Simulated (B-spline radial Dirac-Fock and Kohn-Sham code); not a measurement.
## How the levels of promethium move as electrons are removed

Calculated with an atomic code on a B-spline grid, using Dirac-Fock energy differences between relaxed states, corrected for Breit and QED terms. Each ion is free and in its tabulated ground configuration. Correlation energy is missing from these numbers.

Reference: Pm²⁸⁺, [Ar] 3d10 4s2 4p3, with 1s 46190.3 eV, 2s 8425.3 eV, 2p3/2 7453.6 eV, 3s 2594.4 eV, 3p3/2 2299.8 eV, Kα1 (K-L3) 38736.7 eV, Kβ1 (K-M3) 43890.6 eV. Shifts from it, in eV (a dash: the subshell is empty, belongs to an open shell averaged over j, or its hole state is left out as unreliable):

| ion | configuration | 1s | 2s | 2p3/2 | 3s | 3p3/2 | Kα1 | Kβ1 |
| --- | --- | --- | --- | --- | --- | --- | --- | --- |
| Pm²⁹⁺ | [Ar] 3d10 4s2 4p2 | +63.1 | +58.4 | +58.7 | +52.6 | +52.2 | +4.45 | +10.85 |
| Pm³⁰⁺ | [Ar] 3d10 4s2 4p1 | +127.3 | +117.6 | +118.2 | +105.8 | +105.2 | +9.07 | +22.11 |
| Pm³¹⁺ | [Ar] 3d10 4s2 | +192.5 | +177.8 | +178.6 | +159.7 | +158.7 | +13.87 | +33.78 |
| Pm³²⁺ | [Ar] 3d10 4s1 | +257.2 | +237.3 | +240.1 | – | +213.7 | +17.11 | +43.45 |
| Pm³³⁺ | [Ar] 3d10 | +324.6 | +299.1 | +302.3 | +267.8 | +269.3 | +22.27 | +55.25 |
| Pm³⁴⁺ | [Ar] 3d9 | +447.1 | +418.1 | +422.0 | +358.1 | +358.7 | +25.10 | +88.39 |
| Pm³⁵⁺ | [Ar] 3d8 | +571.9 | +539.3 | +543.7 | +449.7 | +449.3 | +28.19 | +122.66 |
| Pm³⁶⁺ | [Ar] 3d7 | +699.2 | +662.5 | +667.7 | +542.4 | +541.1 | +31.55 | +158.08 |
| Pm³⁷⁺ | [Ar] 3d6 | +828.9 | +787.8 | +793.7 | +636.3 | +634.2 | +35.19 | +194.63 |

Over this range K (1s) moves by +828.9 eV and Kα1 by +35.2 eV: a line is a difference of two levels that shift in the same direction.
